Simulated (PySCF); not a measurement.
## Fractional electron number in Cu⁺ (copper, charge +1)

The 3d beta orbital of [Ar] 3d10 is emptied in steps (occupation f), with all orbitals relaxed, ending at [Ar] 3d9. Computed with PySCF 2.14 in aug-cc-pVDZ-PP with ECP10MDF (5s5p4d2f, 54 functions), with a scalar-relativistic core potential. The exact energy is a straight line in f; departures are measured from the line between the end points of the same method.

```
  f  LDA (eV)  PBE (eV)  PBE0 (eV)  r2SCAN (eV)  LC-wPBE (eV)  wB97X (eV)  HSE06 (eV)
  1     0.000     0.000      0.000        0.000         0.000       0.000       0.000
0.9    -0.676    -0.643     -0.385       -0.591        -0.168      -0.150      -0.425
0.7    -1.600    -1.519     -0.912       -1.394        -0.404      -0.350      -1.008
0.5    -1.931    -1.830     -1.102       -1.674        -0.495      -0.416      -1.216
0.3    -1.643    -1.554     -0.938       -1.416        -0.428      -0.352      -1.035
0.1    -0.713    -0.673     -0.408       -0.611        -0.188      -0.152      -0.449
  0     0.000     0.000      0.000        0.000         0.000       0.000       0.000
```

| method | E(f=0) − E(f=1) (eV) | −ε at f=1 (eV) | −ε at f=0.5 (eV) |
| --- | --- | --- | --- |
| LDA | 21.482 | 14.031 | 21.355 |
| PBE | 20.752 | 13.661 | 20.649 |
| PBE0 | 20.087 | 15.850 | 20.009 |
| r2SCAN | 20.156 | 13.620 | 20.088 |
| LC-wPBE | 20.444 | 18.614 | 20.373 |
| wB97X | 20.136 | 18.478 | 20.130 |
| HSE06 | 20.137 | 15.450 | 20.056 |

Orbital energy along the path (eV):

| f | LDA | PBE | PBE0 | r2SCAN | LC-wPBE | wB97X | HSE06 |
| --- | --- | --- | --- | --- | --- | --- | --- |
| 1 | -14.031 | -13.661 | -15.850 | -13.620 | -18.614 | -18.478 | -15.450 |
| 0.9 | -15.425 | -14.997 | -16.634 | -14.868 | -18.924 | -18.801 | -16.321 |
| 0.7 | -18.323 | -17.766 | -18.279 | -17.436 | -19.611 | -19.473 | -18.144 |
| 0.5 | -21.355 | -20.649 | -20.009 | -20.088 | -20.373 | -20.130 | -20.056 |
| 0.3 | -24.509 | -23.630 | -21.811 | -22.806 | -21.197 | -20.794 | -22.043 |
| 0.1 | -27.774 | -26.698 | -23.683 | -25.567 | -22.088 | -21.479 | -24.097 |
| 0 | -29.446 | -28.265 | -24.648 | -26.967 | -22.564 | -21.830 | -25.147 |

Reference removal energy between the ground levels: 20.292 eV (measured; NIST Atomic Spectra Database, ionization energies). The calculation has no spin-orbit coupling.
